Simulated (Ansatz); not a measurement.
CH7ClOSiSn (`[CH3][SnH]([Cl])[O][SiH3]`), relaxed with RKS PBE-D4/def2-SVP in the Gaussian-basis code of Ansatz from a rough embedded geometry. The force threshold is 0.03 eV/Å; the program also tests the step.

Charge 0, multiplicity 1. Sn: def2 effective core potential.

Start:

```xyz
12

C     0.265    1.295   -1.340
Sn    0.290   -0.744   -0.839
Cl    1.756   -1.897   -2.273
O     0.905   -1.001    1.060
Si   -0.445   -0.416    1.993
H     0.013    1.408   -2.480
H    -0.446    1.847   -0.764
H     1.301    1.706   -1.243
H    -1.278   -1.405   -1.001
H    -0.054   -0.533    3.432
H    -0.723    1.010    1.718
H    -1.585   -1.271    1.740
```

How much energy does the relaxation release, and in how many steps? (Best estimate.)

Ansatz gave: 0.51 eV, in 7 steps, 1 of them rejected.

Which bonds change most? (Estimate.)

The calculation gave: O4–Si5 from 1.742 to 1.668 Å; C1–H6 from 1.173 to 1.106 Å; Si5–H12 from 1.447 to 1.511 Å; C1–Sn2 from 2.100 to 2.151 Å.

Give the relaxed structure. (An estimate is asked.)

Ansatz gave: 
```xyz
12

C     0.331    1.376   -1.611
Sn    0.149   -0.697   -1.067
Cl    1.984   -1.882   -1.981
O     0.466   -0.822    0.909
Si   -0.468   -0.473    2.246
H     0.161    1.494   -2.698
H    -0.413    1.965   -1.042
H     1.354    1.706   -1.351
H    -1.285   -1.590   -1.436
H     0.323   -0.796    3.482
H    -0.852    0.990    2.287
H    -1.751   -1.271    2.262
```
